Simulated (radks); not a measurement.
Dipole-allowed excitations along the series with 29 electrons in [Ar] 3d10 4s1. Calculated with a radial shooting solver on a logarithmic mesh with Libxc functionals: non-relativistic Kohn-Sham, LB94 model potential, spin-polarised, spherical densities, point nucleus; open shells are filled with parallel spins first (spin-orbit coupling, left out, can overturn this in heavy ions). Time-dependent linear response with the Hartree and adiabatic LDA kernel, continuum included through the Sternheimer equations. Lines are the poles of the dipole polarisability below minus the highest occupied eigenvalue, found on a grid refined at the orbital gaps; the lowest seven at most are given, and weak or close lines can be missed. The first line takes the name of the lowest orbital gap if no other gap lies below it; otherwise a line is named after a gap within 0.6 % of it, if that gap stands alone.

species,-e(HOMO) (eV),lowest orbital gap (eV),first line (eV),f,static alpha (bohr^3)
In20+,586.73,4s-4p 39.801,42.456 (4s-4p),0.505,0.2321
Sn21+,634.15,4s-4p 41.503,44.261 (4s-4p),0.494,0.2085
Sb22+,683.29,4s-4p 43.206,46.064 (4s-4p),0.484,0.1881
Te23+,734.14,4s-4p 44.908,47.869 (4s-4p),0.474,0.1703
I24+,786.71,4s-4p 46.610,49.672 (4s-4p),0.464,0.1546
Xe25+,841.00,4s-4p 48.312,51.475 (4s-4p),0.455,0.1409
